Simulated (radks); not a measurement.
Kinetic energies: the exact non-interacting value of the Kohn-Sham orbitals and orbital-free approximations, in hartree. Species: Mn [Ar] 3d5 4s2; Pb4+ [Xe] 4f14 5d10; Ge3+ [Ar] 3d10 4s1; Hg2+ [Xe] 4f14 5d10; Ge2+ [Ar] 3d10 4s2. Method: non-relativistic Kohn-Sham, exchange-only PBE, spin-polarised, spherical densities, point nucleus; computed with a radial shooting solver on a logarithmic mesh with Libxc functionals. Every spin shell is full or empty, so the densities are truly spherical. Functionals are evaluated on that one density, not self-consistently.

| functional | Mn | Pb4+ | Ge3+ | Hg2+ | Ge2+ |
|---|---|---|---|---|---|
| exact | 1149.72 | 19519.6 | 2073.12 | 18407.0 | 2074.34 |
| Thomas-Fermi | 1073.5 | 18626 | 1944.9 | 17556 | 1946.2 |
| von Weizsacker | 606.15 | 6854.5 | 1002.2 | 6517.1 | 1002.1 |
| APBEK | 1150.7 | 19529 | 2073.8 | 18415 | 2075.1 |
| revAPBEK | 1153.8 | 19556 | 2078.6 | 18440 | 2079.9 |
| Thakkar | 1145.2 | 19367 | 2062.3 | 18263 | 2063.5 |
| Pearson | 1134.4 | 19358 | 2047.9 | 18252 | 2049.3 |
| PG1 | 1382.8 | 21920 | 2448.1 | 20689 | 2448.7 |
| DePristo-Kress | 1148.6 | 19482 | 2070.0 | 18370 | 2071.3 |
